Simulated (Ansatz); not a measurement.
Species: CeO₂ (charge -1, doublet). The spin state was set by rule; other spins were not relaxed. 
Coordinates optimised at B3LYP-D3(BJ)/def2-TZVP (Ansatz, a program for electronic structure):
```
Ce
O 1 1.8549
O 1 1.8549 2 118.73
```
Charge -1, spin multiplicity 2.

Basis-set convergence of Hartree-Fock and MP2 correlation energies (hartree) with Ansatz. Cores are frozen in the correlated levels unless marked. Open shells are spin-unrestricted. No spin-orbit coupling. The frozen core is the preceding noble-gas configuration, with the filled d and f shells of earlier blocks. In def2 rows, elements after Kr have scalar-relativistic effective core potentials. This anion needs diffuse functions, which these sets lack.

| basis | functions | E(HF) | E(corr, MP2) |
|---|---|---|---|
| def2-SVP | 106 | -623.23507 | -0.52254 |
| def2-TZVPP | 164 | (withheld) | (withheld) |

### Question
Fill in the missing entries.

### Answer

- def2-TZVPP, E(HF): -623.43459
- def2-TZVPP, E(corr, MP2): -0.62537
